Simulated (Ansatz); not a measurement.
A geometry optimisation of C2H2F2Te with BLYP-D3(BJ)/def2-SVP

The starting geometry of this gas-phase singlet was optimised with GFN2-xTB; its bonds are those of `F[C@@H]1[Te][C@@H]1F`.

```xyz
7

C    -0.8035    4.0148    0.0523
C    -0.5907    2.9908   -0.9635
F    -0.2444    3.8281    1.2605
F     0.1509    1.9195   -0.6322
Te   -2.6714    2.9517   -0.3156
H    -0.7756    5.0569   -0.2323
H    -0.4090    3.2889   -1.9864
```

Q: Predict what it relaxes into with BLYP-D3(BJ)/def2-SVP.

A: It keeps its bonds, and is `F[C@@H]1[Te][C@@H]1F`.

The energy falls by 0.12 eV over 8 steps:

```
step  E − E(last) (eV)
   1             0.122
   2             0.013
   3             0.003
   4             0.000
   5             0.000
   6             0.000
   7             0.000
   8             0.000
```

Final geometry (Å):

```json
{"atom": "C", "x (Å)": "-0.7853", "y (Å)": "4.0149", "z (Å)": "0.0672"}
{"atom": "C", "x (Å)": "-0.5702", "y (Å)": "2.9796", "z (Å)": "-0.9600"}
{"atom": "F", "x (Å)": "-0.1942", "y (Å)": "3.8107", "z (Å)": "1.2693"}
{"atom": "F", "x (Å)": "0.1982", "y (Å)": "1.9213", "z (Å)": "-0.6050"}
{"atom": "Te", "x (Å)": "-2.7535", "y (Å)": "2.9733", "z (Å)": "-0.3530"}
{"atom": "H", "x (Å)": "-0.8075", "y (Å)": "5.0805", "z (Å)": "-0.2199"}
{"atom": "H", "x (Å)": "-0.4314", "y (Å)": "3.2704", "z (Å)": "-2.0157"}
```

No frequencies were run, so the end isn't proven a minimum. Atoms past krypton carry core potentials, without spin–orbit terms. Run with Ansatz 0.2.0, 46 s on 1 thread of AMD EPYC (Zen 3) (shared host).
